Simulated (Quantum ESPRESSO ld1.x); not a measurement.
The numbers below are computed, except where a source is named.
Species: a nucleus of charge 9.75 with 9 electrons. Configuration: [He] 2s2 2p5. Code: ld1.x of Quantum ESPRESSO 7.5. Model: non-relativistic Kohn-Sham, LDA (Slater exchange, VWN5 correlation), spin-unpolarised, spherical densities, point nucleus.

Normalised radial functions P(r) = r R(r), r in bohr:

| r | 2p |
|---|---|
| 0.009607 | 0.0025 |
| 0.01066 | 0.0031 |
| 0.01183 | 0.0037 |
| 0.01312 | 0.0046 |
| 0.01456 | 0.0056 |
| 0.01616 | 0.0068 |
| 0.01793 | 0.0083 |
| 0.0199 | 0.0102 |
| 0.02208 | 0.0124 |
| 0.0245 | 0.0151 |
| 0.02696 | 0.0181 |
| 0.02992 | 0.0219 |
| 0.0332 | 0.0266 |
| 0.03684 | 0.0322 |
| 0.04087 | 0.0389 |
| 0.04535 | 0.0468 |
| 0.05032 | 0.0564 |
| 0.05584 | 0.0676 |
| 0.06196 | 0.0810 |
| 0.06875 | 0.0966 |
| 0.07629 | 0.1150 |
| 0.08465 | 0.1363 |
| 0.09392 | 0.1610 |
| 0.1042 | 0.1894 |
| 0.1156 | 0.2218 |
| 0.1283 | 0.2585 |
| 0.1424 | 0.2996 |
| 0.158 | 0.3453 |
| 0.1753 | 0.3955 |
| 0.1945 | 0.4498 |
| 0.2158 | 0.5078 |
| 0.2395 | 0.5688 |
| 0.2657 | 0.6317 |
| 0.2949 | 0.6951 |
| 0.3272 | 0.7573 |
| 0.363 | 0.8164 |
| 0.4028 | 0.8702 |
| 0.447 | 0.9163 |
| 0.496 | 0.9524 |
| 0.5503 | 0.9765 |
| 0.6106 | 0.9869 |
| 0.6776 | 0.9824 |
| 0.7458 | 0.9646 |
| 0.8276 | 0.9309 |
| 0.9183 | 0.8831 |
| 1.019 | 0.8228 |
| 1.131 | 0.7524 |
| 1.254 | 0.6744 |
| 1.392 | 0.5917 |
| 1.545 | 0.5073 |
| 1.714 | 0.4242 |
| 1.902 | 0.3451 |
| 2.11 | 0.2724 |
| 2.341 | 0.2080 |
| 2.598 | 0.1531 |
| 2.883 | 0.1082 |
| 3.199 | 0.0731 |
| 3.549 | 0.0470 |

2p: eigenvalue -26.475 eV, 0 radial nodes, <r> = 0.929 bohr, 90 % of the charge inside 1.61 bohr.
